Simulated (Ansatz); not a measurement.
Input file for Ansatz (a program for electronic structure): R-CCSD(T)/aug-cc-pVDZ on N2 (SMILES N#N) with ghost functions.

Ansatz 0.2 input:
```yaml
crystal:
  periodic: [false, false, false]
  atoms:
    - {symbol: N, position_ang: [0.15794686, -0.12083626, 3.87783007]}
    - {symbol: N, position_ang: [-0.65373836, -0.54853824, 3.28796296]}
basis:
  gaussian:
    orbitals: aug-cc-pVDZ
    ghost_atoms:
      - {symbol: C, position_ang: [-0.14217367, 0.73372972, -0.10529668]}
      - {symbol: C, position_ang: [0.30826340, -0.51102443, -0.14968332]}
      - {symbol: H, position_ang: [0.36212425, 1.54138089, -0.62195466]}
      - {symbol: H, position_ang: [-1.03482625, 0.99602204, 0.44960516]}
      - {symbol: H, position_ang: [-0.19744383, -1.31709268, 0.36769379]}
      - {symbol: H, position_ang: [1.20052187, -0.77484138, -0.70456579]}
magnetization: {spin_polarized: false}
correlation: {method: ccsd_t, electrons: outside_noble_gas}
scf: {lower_state_search: off}
```

The head of its log:

```
WARN ansatz: RAYON_NUM_THREADS=1 ignored (pool sized by the plan → 1); use --threads N
Functional definition: HF
these checks for a lower state are left out or cut short: stability, starts, cluster_reference, orbital_swaps, neighbouring_geometries, increment
integrals: 0.22 GiB planned
1050 factors; integrals over basis functions are off by at most 8.2e-4 eV
mean field: 0.22 GiB planned
mean field evaluation 1: about -2964.6822 eV, gradient 1.0e1 eV
mean field evaluation 2: about -2964.6883 eV, gradient 1.0e1 eV
mean field evaluation 4: about -2964.9935 eV, gradient 3.8e-1 eV
mean field evaluation 8: about -2964.9940 eV, gradient 2.5e-5 eV
mean field -2964.99403434 eV, -108.9615210170 hartree, gradient 8.3e-7 eV, S^2 0.000000; 0 other end points of the search recorded, 0 dependent functions left out
2 core orbitals not correlated
reference -2964.99403434 eV, -108.9615210170 hartree; 5, 5 occupied and 121, 121 virtual orbitals, 1050 factors
```

Question: Predict the final total energy.

Answer: -109.2933 hartree (reference determinant -108.9615, T1 diagnostic 0.013).
